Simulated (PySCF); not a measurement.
**What went wrong, or what changed?**

The sound run of WH4 (triplet; a saddle point, relaxed within its symmetry) uses PySCF 2.14.0, UKS PBE0, W def2-SVP with ECP60, H def2-SVP; non-relativistic Hamiltonian with scalar-relativistic core potentials where named; density fitting; no spin-orbit coupling, grid (50, 194), threshold 1e-8 and 55 cycles at the relaxed geometry. This run, with dm0 from free metal ions and neutral atoms, differs:

```python
mol = gto.M(atom='''
W      0.17611    -0.17611     0.00000
H      1.67968     0.80740     0.00000
H     -0.24964     1.44829     0.00000
H     -1.44829     0.24964    -0.00000
H     -0.80740    -1.67968    -0.00000''',
    basis={'W': 'def2-SVP', 'H': 'def2-SVP'},
    ecp={'W': 'def2-SVP'},
    charge=0, spin=2)
mf = dft.UKS(mol, xc='PBE0')
mf.grids.atom_grid = (15, 26)
mf = mf.density_fit()  # fitting sets: W def2-universal-JKFIT, H def2-universal-JKFIT
mf.conv_tol = 1e-08; mf.max_cycle = 55
mf.kernel(dm0)
mf.nuc_grad_method().kernel()
```

**Question.** What was changed, and how did it end?

**Answer.** The integration grid was changed. It converged in 11 cycles, -0.986 eV from the sound run, largest force component 0.34 eV/Å. These settings are unsound on purpose: the numbers aren't the compound's.
```
init E= -68.8434103297101
cycle= 1 E= -69.1131711168833  delta_E= -0.27  |g|= 0.468  |ddm|= 1.75
cycle= 2 E= -68.8347867806982  delta_E= 0.278  |g|= 0.844  |ddm|= 1.67
cycle= 3 E= -69.2882842834067  delta_E= -0.453  |g|= 0.165  |ddm|= 0.976
cycle= 4 E= -69.303966659981  delta_E= -0.0157  |g|= 0.0596  |ddm|= 0.158
cycle= 5 E= -69.3065852041481  delta_E= -0.00262  |g|= 0.0124  |ddm|= 0.0834
...
cycle= 9 E= -69.306800923626  delta_E= -3.61e-07  |g|= 0.000136  |ddm|= 0.00145
cycle= 10 E= -69.3068009791667  delta_E= -5.55e-08  |g|= 2.03e-05  |ddm|= 0.000744
cycle= 11 E= -69.3068009800424  delta_E= -8.76e-10  |g|= 4.96e-06  |ddm|= 8.04e-05
Extra cycle  E= -69.3068009800655  delta_E= -2.31e-11  |g|= 5.33e-06  |ddm|= 1.61e-05
converged SCF energy = -69.3068009800655  <S^2> = 2.0115593  2S+1 = 3.0076963
```

Started from ions, an open shell can land on another state than the sound run's, and that then enters the shifts.

Run from Python with OMP_NUM_THREADS=2; the lines above give its settings. Where DIIS fails, smearing, a level shift and second-order steps follow.
It took 0.7 s on 2 threads of Intel(R) Xeon(R) Processor @ 2.70GHz, with other jobs on the host.

Open shells may have lower solutions than the one found.
